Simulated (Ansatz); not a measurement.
Calculated with Ansatz (gas phase, PBE0-D4/def2-TZVP geometries, no zero-point term in ΔE). CCSD(T)/CBS adds triple-zeta CCSD(T) − MP2 to the extrapolated MP2 energy (def2 sets, frozen cores). This one scheme is used for every species, atoms too. DFT in def2-TZVPP. HSE06 is defined as in plane-wave codes. No spin–orbit coupling; open shells (•) take unrestricted orbitals. Spin–orbit coupling would lower the free atoms: a little for B, C, O, S, Si. Each species was taken in one conformer, which may not be the lowest.

`OBCS[SiH3]` → B• + C• + 7 H• + O• + S• + Si•  (atomization)

`OBCS[SiH3]`:

```xyz
12

O     2.656   -0.950   -0.864
B     1.353   -0.821   -1.194
C     0.331   -0.463   -0.056
S    -0.716    0.917   -0.637
Si   -1.881    1.198    1.116
H     3.217   -1.181   -1.608
H     0.994   -0.987   -2.330
H     0.841   -0.193    0.871
H    -0.310   -1.331    0.137
H    -2.636   -0.040    1.452
H    -1.023    1.543    2.281
H    -2.824    2.308    0.832
```

```tsv
level	ΔE (kcal/mol)	difference from CCSD(T)/CBS
LDA (SPW92)	1157.7	136.3
BLYP-D4	1015.9	-5.5
r2SCAN-D4	1026.1	4.7
B97M-V	1027.4	6.0
r2SCANh-D4	1020.9	-0.5
HSE06-D4	1021.3	-0.1
r2SCAN	1024.6	3.2
PBE0	1015.4	-6.0
r2SCANh	1019.2	-2.2
r2SCAN0	1011.6	-9.8
CAM-B3LYP	1019.8	-1.6
MP2/def2-SVP	972.6	-48.8
CCSD/def2-SVP	954.0	-67.4
HF/def2-TZVPP	762.9	-258.5
MP2/CBS(def2)	1035.0	13.6
CCSD/CBS(def2)	1007.9	-13.5
CCSD(T)/CBS	1021.4	0
```

Largest T1 diagnostic among the species: 0.014.

The D4 term adds +9.9 kcal/mol with B3LYP and +5.2 kcal/mol with PBE0; it sums over pairs of atoms, weighted by their polarisabilities, and B3LYP, whose exchange is more repulsive, gets the larger term. At CCSD(T), def2-SVP lies −58.2 kcal/mol from the extrapolated value and def2-TZVPP −26.4 kcal/mol: correlation converges slowly with the basis, and small sets miss more of it in the bonded molecule than in its fragments. In def2-TZVPP, CCSD(T) changes the Hartree–Fock value by +232.2 kcal/mol (the triples alone add +13.5 kcal/mol) and MP2 by +245.7 kcal/mol; breaking electron pairs costs correlation energy, which Hartree–Fock lacks.

B3LYP here is the variant with VWN-RPA as its local correlation; programs differ in this.

For atomizations the MP2-based limit and the directly extrapolated one differ by several kJ/mol either way, and by 10 to 25 for some Ge, Se and Sn compounds, so smaller differences from it don't rank the levels.
